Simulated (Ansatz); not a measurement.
FH3NOSi can be A, `N[Si](O)F`•, or B, `N[SiH]([O])F`•.

Gas-phase electronic energies from Ansatz, PBE0-D4/def2-TZVP geometries. CBS: MP2 limit from def2 TZ/QZ plus the TZ coupled-cluster correction, frozen cores. This one scheme is used for every species. Functionals use def2-TZVPP. B3LYP here is the variant with VWN-RPA as its local correlation; programs differ in this. Open shells (•) are unrestricted, without spin–orbit coupling. Each species was taken in one conformer, which may not be the lowest.

Which isomer does CCSD(T)/CBS put lower? Give the gap. (Best estimate.)

The calculation gave: A, by 112.6 kJ/mol.

Give E(B) − E(A) in kJ/mol with MP2/def2-TZVPP, PBE0-D4, BLYP-D4, B3LYP, CCSD(T)/def2-SVP, B2PLYP, CCSD/def2-TZVPP. (An estimate is asked.)

The calculation gave: MP2/def2-TZVPP 142.9, PBE0-D4 102.9, BLYP-D4 78.0, B3LYP 89.2, CCSD(T)/def2-SVP 92.6, B2PLYP 104.9, CCSD/def2-TZVPP 100.7. None reverses the order clearly.

Largest T1 diagnostic: 0.025.

From BLYP to BHLYP (50 % exact exchange), in def2-TZVPP and without D4, E(B) − E(A) moves by +7.2 kJ/mol. At CCSD(T), def2-SVP lies −20.0 kJ/mol from the extrapolated value and def2-TZVPP −8.3 kJ/mol.
